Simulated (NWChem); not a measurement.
System: GeH₄TeSe; SMILES [GeH3][Te][SeH]

Excerpt of the output:

```
             Northwest Computational Chemistry Package (NWChem) 7.3.0
             --------------------------------------------------------

 C1  symmetry detected

                             Geometry "geometry" -> ""
                             -------------------------

 Output coordinates in angstroms (scale by  1.889725989 to convert to a.u.)

  No.       Tag          Charge          X              Y              Z
 ---- ---------------- ---------- -------------- -------------- --------------
    1 Te                  52.0000     1.00465075    -0.01833806     0.00590547
    2 Se                  34.0000    -0.72728736    -1.87998978     0.02631375
    3 H                    1.0000    -0.84809660    -1.99037656    -1.43843824
    4 Ge                  32.0000    -0.73458181     1.87838465     0.00684737
    5 H                    1.0000    -1.62614493     1.75743603     1.25270354
    6 H                    1.0000     0.05348162     3.20269068     0.03547698
    7 H                    1.0000    -1.58669108     1.79517245    -1.27061005

 Effective nuclear repulsion energy (a.u.)     959.4663173848

 Summary of "ao basis" -> "ao basis" (spherical)
 ------------------------------------------------------------------------------
       Tag                 Description            Shells   Functions and Types
 ---------------- ------------------------------  ------  ---------------------
 Te                        def2-tzvpp               16       50   6s5p3d2f
 Se                        def2-tzvpp               16       48   6s5p4d1f
 H                         def2-tzvpp                6       14   3s2p1d
 Ge                        def2-tzvpp               16       48   6s5p4d1f

            General Information
            -------------------
          SCF calculation type: DFT
          Wavefunction type:  closed shell.
          No. of atoms     :     7
          No. of electrons :    94
           Alpha electrons :    47
            Beta electrons :    47
          Charge           :     0
          Spin multiplicity:     1
          Use of symmetry is: off; symmetry adaption is: off
          Maximum number of iterations: 150
          AO basis - number of functions:   202
                     number of shells:    72
          Convergence on energy requested:  1.00D-06
          Convergence on density requested:  1.00D-05
          Convergence on gradient requested:  5.00D-04

              XC Information
              --------------
                     Hartree-Fock (Exact) Exchange  1.000

      Superposition of Atomic Density Guess
      -------------------------------------

 Sum of atomic energies:       -4788.38007973

      Non-variational initial energy
      ------------------------------

 Total energy =   -4744.731310
 1-e energy   =   -7824.043374
 2-e energy   =    2520.143260
 HOMO         =      -0.243301
 LUMO         =      -0.053530

------------------------------------------------------------
EAF file 0: "./job.aoints.0" size=470286336 bytes
------------------------------------------------------------
               write      read    awrite     aread      wait
               -----      ----    ------     -----      ----
     calls:      897         0         0         0         0
   data(b): 4.70e+08  0.00e+00  0.00e+00  0.00e+00
   time(s): 0.00e+00  0.00e+00  0.00e+00  0.00e+00  0.00e+00
rate(mb/s): 0.00e+00  0.00e+00
------------------------------------------------------------

     ---------------------------------------------
      Total Density - Mulliken Population Analysis
     ---------------------------------------------

    Atom       Charge   Shell Charges
 -----------   ------   -------------------------------------------------------
    1 Te  24    24.14   0.28 -0.84  1.56  1.00  1.07  0.83 -0.51  6.46  1.05  2.32  0.82  9.08  0.91  0.09  0.01  0.00
    2 Se  34    34.25   2.00  2.00  1.16  0.78  0.98  0.92  6.00  5.93  0.95  2.30  1.16  8.96  1.04  0.00  0.06  0.01
    3 H    1     0.84   0.19  0.44  0.17  0.01  0.03  0.00
    4 Ge  32    31.63   2.00  2.00  1.17  0.79  0.80  0.57  5.98  4.42  1.57  1.23  0.95  8.90  1.11  0.03  0.09  0.01
    5 H    1     1.04   0.22  0.54  0.27  0.00  0.01  0.00
    6 H    1     1.05   0.22  0.54  0.28  0.00  0.01  0.00
    7 H    1     1.05   0.22  0.54  0.27  0.00  0.01  0.00

   convergence    iter        energy       DeltaE   RMS-Dens  Diis-err
 ---------------- ----- ----------------- --------- --------- ---------
 d= 0,ls=0.0,diis     1  -4744.5445718967 -5.30D+03  1.79D-03  1.53D-01
 d= 0,ls=0.0,diis     2  -4744.5741696411 -2.96D-02  6.08D-04  4.19D-02
 d= 0,ls=0.0,diis     3  -4744.5781868579 -4.02D-03  2.84D-04  4.44D-03
 d= 0,ls=0.0,diis     4  -4744.5789395461 -7.53D-04  8.90D-05  2.18D-04
 d= 0,ls=0.0,diis     5  -4744.5790033758 -6.38D-05  2.88D-05  1.78D-05
  Resetting Diis
 d= 0,ls=0.0,diis     6  -4744.5790090606 -5.68D-06  1.14D-05  3.77D-06
 d= 0,ls=0.0,diis     7  -4744.5790099713 -9.11D-07  3.91D-06  2.67D-07

         Total DFT energy =    -4744.579009971322
      One electron energy =    -7825.526849270157
           Coulomb energy =     2706.040989514850
    Exchange-Corr. energy =     -184.261954625439
 Nuclear repulsion energy =      559.168804409425

 Numeric. integr. density =        0.000000000000

                       DFT Final Molecular Orbital Analysis
                       ------------------------------------

[...]
```

Level: Hartree-Fock/def2-TZVPP with def2 effective core potentials on Te. Structure relaxed at the PBE0/def2-SVP level. No frequency run checked for a minimum. def2 effective core potentials on Te; no spin-orbit coupling.

Question: Write an input that gives this output.

Answer: Several could match; the one computed here: the input that was run:
```
start job
memory heap 200 mb stack 900 mb global 1100 mb
geometry units angstroms noautoz
  Te     1.042380     0.019288    -0.118541
  Se    -0.660934    -1.849051     0.153128
  H     -0.919626    -2.028552    -1.286711
  Ge    -0.707830     1.904193    -0.038629
  H     -1.475383     1.836693     1.291024
  H      0.066024     3.232786    -0.146521
  H     -1.676888     1.756502    -1.223545
end
basis spherical
  * library def2-tzvpp
end
ecp
  Te library def2-ecp
end
dft
  xc hfexch
  iterations 150
  semidirect filesize 400000000
  mulliken
end
task dft energy
```
